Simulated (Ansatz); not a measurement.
CH2F2Zn, SMILES `F[CH2][Zn][F]` at its PBE0-D4/def2-TZVP geometry, where that method's forces vanish. Charge 0, multiplicity 1.

```xyz
6

F     0.7165   -0.5982   -1.4698
C    -0.1905    0.1168   -0.6946
Zn    0.2164   -0.1170    1.1918
F     0.5835   -0.3282    2.8903
H    -0.1301    1.1691   -0.9863
H    -1.1959   -0.2424   -0.9314
```

(1) What forces (eV/Å) does r2SCAN-D4/def2-TZVPP give on these atoms in the Gaussian-basis code of Ansatz? (An estimate is asked.)

Results:

(1) Ansatz gave: 
```
F1   0.191 -0.150 -0.149
C2  -0.170  0.139  0.273
Zn3 -0.002  0.003  0.019
F4  -0.028  0.015 -0.159
H5   0.009  0.002  0.007
H6   0.001 -0.009  0.008
```
